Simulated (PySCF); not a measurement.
## Electronic structure of C+ (carbon, charge +1) at the UHF level

Configuration: [He] 2s2 2p1, 2P determinant. Computed with PySCF 2.14 in x2c-QZVPPall with one added diffuse shell each of s, p, d, f type (8s5p4d3f1g, 73 functions), with scalar relativity by spin-free X2C-1e.

* Total energy: -37.311883 hartree
* One-electron energy: -47.5939 hartree
* Hartree (Coulomb) energy: 15.0323 hartree
* Exchange energy: -4.7503 hartree
* ⟨S²⟩: 0.7567
* ⟨L²⟩: 2.017
* Sum of ⟨r⟩: 4.956 bohr
* Sum of ⟨r²⟩: 8.046 bohr²
* Traceless quadrupole moment −½Σ⟨3z² − r²⟩ along its main axis: -1.09 e·bohr²
* Langevin diamagnetic susceptibility: -6.37 ×10⁻⁶ cm³/mol

```csv
shell,electrons,mean orbital energy (hartree),"rms radius, mean of both spins (bohr)"
1s α,1,-11.91643,0.311
1s β,1,-11.88672,0.311
2s α,1,-1.22454,1.61
2s β,1,-1.08796,1.61
2p α,1,-0.91422,1.63
```

Spin-orbit constants ζ (cm⁻¹) from the X2C one-electron operator on these orbitals: bare nucleus, nucleus screened by l(l+1)(2l+1)/3 electrons, and screened by the Breit-Pauli mean field of the electrons.

```csv
shell,bare,screened nucleus,mean field
2p,78.52,52.35,42.60
```

To first order the Landé constant is A = 42.60 cm⁻¹, so the lowest level has J = 1/2 and lies 0.00528 eV below the centre of the term.
